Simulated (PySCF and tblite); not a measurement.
Values are calculated unless marked as measured or tabulated.
C₄H₁₃FS₃Si₃, numbered as in [CH3:1][Si:2]1([CH3:3])[S:4][SiH:5]([F:6])[S:7][Si:8]([CH3:9])([CH3:10])[S:11]1.

Free energies: PBE0-D3(BJ)/def2-SVP (IEF-PCM, dimethylsulfoxide) on GFN2-xTB structures plus GFN2-xTB thermal terms, symmetry and mirror images included. Conformers within 3 kcal/mol (GFN2-xTB free energy) were kept, 4 at most. GIAO shieldings: KT3/pcSseg-1 (IEF-PCM, dimethylsulfoxide). Shifts are against TMS (¹H), TMS (¹³C), TMS (²⁹Si) at the same level. Programs: PySCF with density fitting and tblite.

(1) What shifts does this protocol give at 298.15 K under fast conformational exchange?

(2) How do the conformers differ?

(3) Which signal moves most, for its nucleus, between 200 and 400 K through the change of populations alone?

Unscaled ²⁹Si shifts at such levels can be off by tens of ppm; differences between conformers or isomers are more reliable. Shifts are unscaled: against experiment ¹³C can be off by 15 ppm or more and ¹H by 0.8 ppm. For its torsions the set is small; conformers may be missing.

Results:

(1) ¹H: 5.94 (H5, 1H), 0.85 (H3/H9, 6H), 0.82 (H1/H10, 6H) ppm. ¹³C: 10.1 (C3/C9), 10.1 (C1/C10) ppm. ²⁹Si: 34.7 (Si2/Si8), 7.7 (Si5) ppm.

(2) The 6-ring runs over atoms 2–4–5–7–8–11. Of a mirror pair one member is shown.
```tsv
conformer	shape	weight %
1	6-ring twist-boat (ring torsions -29, -37, 74, -35, -36, 71°)	61.4
2	6-ring between boat and twist-boat (ring torsions 68, -18, -49, 65, -12, -49°)	31.4
3	6-ring chair (C3, F6, C9 axial)	5.0
4	6-ring twist-boat (ring torsions -72, 29, 42, -71, 24, 40°)	2.2
```

```
 signal     1     2     3     4  average
 H1/H10  0.81  0.88  0.74  0.73     0.82
  H3/H9  0.86  0.81  0.95  0.89     0.85
     H5  6.00  5.81  5.84  6.12     5.94
 C1/C10   9.7  11.2   8.3   8.6     10.1
  C3/C9   9.9   9.7  14.0  11.9     10.1
Si2/Si8  35.0  34.5  32.6  35.2     34.7
    Si5   7.5   7.1  10.9  13.4      7.7
```

(3) H5: 5.96 ppm at 200 K, 5.95 ppm at 250 K, 5.94 ppm at 298.15 K, 5.93 ppm at 350 K, 5.93 ppm at 400 K.


Conformer gaps in def2-SVP on xTB geometries can be 2 kcal/mol too large for S=O, P=O and other polar bonds.